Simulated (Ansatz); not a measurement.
A run for Ansatz (a first-principles code): R-CCSD(T)/def2-TZVPP on GeH5P (SMILES [PH2][GeH3]), a point of a torsion scan. The run froze 19 orbitals, filled d shells among them.

Ansatz 0.2 input:
```yaml
crystal:
  periodic: [false, false, false]
  atoms:
    - {symbol: P, position_ang: [1.41623104, -0.39410010, 0.51388213]}
    - {symbol: Ge, position_ang: [-0.79063930, 0.07406848, 0.10474372]}
    - {symbol: H, position_ang: [1.84349832, 0.88066614, 0.16915588]}
    - {symbol: H, position_ang: [1.63304858, -0.86797210, -0.77339676]}
    - {symbol: H, position_ang: [-1.06901405, 1.47347116, -0.36467727]}
    - {symbol: H, position_ang: [-1.40646894, -0.84021625, -0.91279307]}
    - {symbol: H, position_ang: [-1.60552304, -0.09842881, 1.35155857]}
basis:
  gaussian:
    orbitals: def2-TZVPP
magnetization: {spin_polarized: false}
correlation: {method: ccsd_t, electrons: outside_noble_gas}
scf: {lower_state_search: off}
```

The log:

```
WARN ansatz: RAYON_NUM_THREADS=1 ignored (pool sized by the plan → 1); use --threads N
Functional definition: HF
these checks for a lower state are left out or cut short: stability, starts, cluster_reference, orbital_swaps, neighbouring_geometries, increment
integrals: 0.42 GiB planned
938 factors; integrals over basis functions are off by at most 1.0e-3 eV
mean field: 0.45 GiB planned
mean field evaluation 1: about -65823.6690 eV, gradient 1.4e1 eV
mean field evaluation 2: about -65823.8122 eV, gradient 1.4e1 eV
mean field evaluation 4: about -65824.7706 eV, gradient 3.0e0 eV
mean field evaluation 8: about -65824.7919 eV, gradient 1.7e-1 eV
mean field -65824.79216863 eV, -2419.0164945506 hartree, gradient 2.8e-6 eV, S^2 0.000000; 0 other end points of the search recorded, 0 dependent functions left out
19 core orbitals not correlated
reference -65824.79216863 eV, -2419.0164945506 hartree; 7, 7 occupied and 134, 134 virtual orbitals, 938 factors
second order -7.84873676 eV of doubles, -0.00000000 eV of singles
coupled cluster: 1.02 GiB planned
cycle   1  -8.72296393 eV  change   -8.7e-1 eV  update   7.3e-2
cycle   2  -9.04674703 eV  change   -3.2e-1 eV  update   2.4e-2
cycle   3  -9.06812900 eV  change   -2.1e-2 eV  update   6.9e-3
cycle   4  -9.06494680 eV  change    3.2e-3 eV  update   2.3e-3
cycle   5  -9.06402783 eV  change    9.2e-4 eV  update   6.5e-4
cycle   6  -9.06393410 eV  change    9.4e-5 eV  update   2.2e-4
cycle   7  -9.06398023 eV  change   -4.6e-5 eV  update   7.0e-5
cycle   8  -9.06398854 eV  change   -8.3e-6 eV  update   2.2e-5
cycle   9  -9.06398317 eV  change    5.4e-6 eV  update   6.8e-6
perturbative correction -0.32483142 eV, -0.0119373347 hartree
Total energy: -65834.18098323 eV, -2419.3615271229 hartree
Checks for a lower state left out: stability, starts, cluster_reference, orbital_swaps, neighbouring_geometries, increment
```

Self-consistency was reached.

Cost: around 10 core-seconds (rough).
